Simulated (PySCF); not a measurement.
Atom-mapped SMILES (the numbers label the heavy atoms): `[CH3:1][O:2][C@@H:3]([F:4])[C@H:5]([F:6])[O:7][CH3:8]`. Hydrogens are named by the atom that carries them.

All values are calculated (PySCF 2.14.0 with density-fitted response routines): B97-2/pcSseg-1 with gauge-including orbitals, spin–spin couplings from B3LYP/pcJ-1 (spin–dipole term only in couplings to heteroatoms), geometry: PBE0-D3(BJ)/def2-SVP. Non-relativistic, one averaged value for each set of equivalent atoms, a single conformation, gas phase.

References, each an isolated molecule treated in the same way: $^{1}$H (σref 31.38) vs TMS.

The spectrum was simulated from the full spin Hamiltonian at 300 MHz with 1.0 Hz Lorentzian lines, from shifts rounded to 0.01 ppm and J to 0.1 Hz, couplings under 1 Hz left out.

Q: List the maxima of its $^{1}$H spectrum with integrals.

A: 
```tsv
region	integral (H)	ppm	Hz	height
1	1	4.758	1427.3	2
1		4.756	1426.8	2
1		4.729	1418.7	23
1		4.713	1413.8	2
1		4.706	1411.9	3
1		4.705	1411.4	3
1		4.691	1407.4	4
2	1	4.509	1352.7	4
2		4.496	1348.7	3
2		4.494	1348.2	3
2		4.487	1346.2	2
2		4.471	1341.3	23
2		4.444	1333.2	2
2		4.442	1332.7	2
3	6	3.493	1048.0	100
3		3.490	1047.0	92
3		3.487	1046.0	100
```

Q: Summarise it as multiplets with assignments.

A: $^{1}$H NMR (300 MHz, computed): δ 4.60 (m, 2H, H(C3)/H(C5)), 3.49 (m, 6H, H(C1)/H(C8)). These are first-order names; overlap and second-order distortion can hide them in the list.

Multiplet labels drop couplings under 1 Hz and merge nearly equal ones. Couplings among chemically equivalent protons are left out too, so labels in AA′BB′ or AA′XX′ sets are apparent multiplicities. Vicinal couplings across rotatable single bonds and in flexible rings belong to the one computed conformer; a conformer average would change them.
